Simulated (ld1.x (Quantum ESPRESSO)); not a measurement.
**B, PAW: configuration errors across variants**

| Quantity | Value |
| --- | --- |
| Element | B |
| Generator | ld1.x (Quantum ESPRESSO) 7.5 |
| Type | PAW |
| Functional | PBE |
| Relativity | scalar-relativistic |
| Frozen core | [He] |
| Valence charge | 3 |
| Reference configuration | 2s2 2p0 (charge +1) |
| Partial waves | 2s (bound): rcut 0.80, rcutus 1.15 bohr; 2s channel at 0.7 Ry: rcut 0.80, rcutus 1.15 bohr; 2p (bound, empty): rcut 1.60, rcutus 2.20 bohr; 2p channel at -0.35 Ry: rcut 1.60, rcutus 2.20 bohr; 3d channel at 0.4 Ry: rcut 1.55, rcutus 1.90 bohr; 3d channel at 3 Ry: rcut 1.55, rcutus 1.90 bohr |
| Local potential | all-electron potential smoothed inside 2.20 bohr (lloc = -1) |
| Core correction | Bessel-smoothed model core inside 1.05 bohr |
| Augmentation charge | PSQ, inside the norm-conserving radii |

All-electron excitation energies from the reference (eV): (1) 2s2 2p1 -8.220; (2) 2s1 2p0 25.422; (3) 2s2 2p0.5 -5.332; (4) 2s2 2p1.3 -8.958; (5) 2s1 2p1 6.141; (6) 2s0 2p3 3.501; (7) 2s1 2p2 -2.369.

Errors AE − PS in meV (a dash: test not solved or not reliable):

| change | (1) | (2) | (3) | (4) | (5) | (6) | (7) | bound ghosts |
| --- | --- | --- | --- | --- | --- | --- | --- | --- |
| base | +0.7 | -1.7 | +0.3 | +0.8 | -0.6 | -0.7 | +0.8 | none |
| wave 2s channel at 0.7 Ry: rcut 0.80, rcutus 1.15 bohr becomes 2s channel at -1.28 Ry: rcut 0.80, rcutus 1.15 bohr | +1.0 | -1.2 | +0.4 | +1.3 | -0.6 | -0.7 | +1.1 | none |
| wave 2s channel at 0.7 Ry: rcut 0.80, rcutus 1.15 bohr becomes 2s channel at -1.14 Ry: rcut 0.80, rcutus 1.15 bohr | +0.9 | -1.4 | +0.4 | +1.2 | -0.6 | -0.7 | +1.0 | none |
| wave 2s channel at 0.7 Ry: rcut 0.80, rcutus 1.15 bohr becomes 2s channel at -0.8 Ry: rcut 0.80, rcutus 1.15 bohr | +0.8 | -1.5 | +0.3 | +1.0 | -0.6 | -0.7 | +1.0 | none |
| wave 2s channel at 0.7 Ry: rcut 0.80, rcutus 1.15 bohr becomes 2s channel at -0.15 Ry: rcut 0.80, rcutus 1.15 bohr | +0.7 | -1.6 | +0.3 | +0.9 | -0.6 | -0.7 | +0.9 | none |
| wave 2s channel at 0.7 Ry: rcut 0.80, rcutus 1.15 bohr becomes 2s channel at 1.21 Ry: rcut 0.80, rcutus 1.15 bohr | +0.6 | -1.7 | +0.3 | +0.8 | -0.6 | -0.7 | +0.8 | none |

(1) Give the same row for: wave 2s channel at 0.7 Ry: rcut 0.80, rcutus 1.15 bohr becomes 2s channel at 3.9 Ry: rcut 0.80, rcutus 1.15 bohr.

Results:

(1) +0.3, -1.9, +0.1, +0.4, -0.6, -0.7, +0.5; bound ghosts: none.
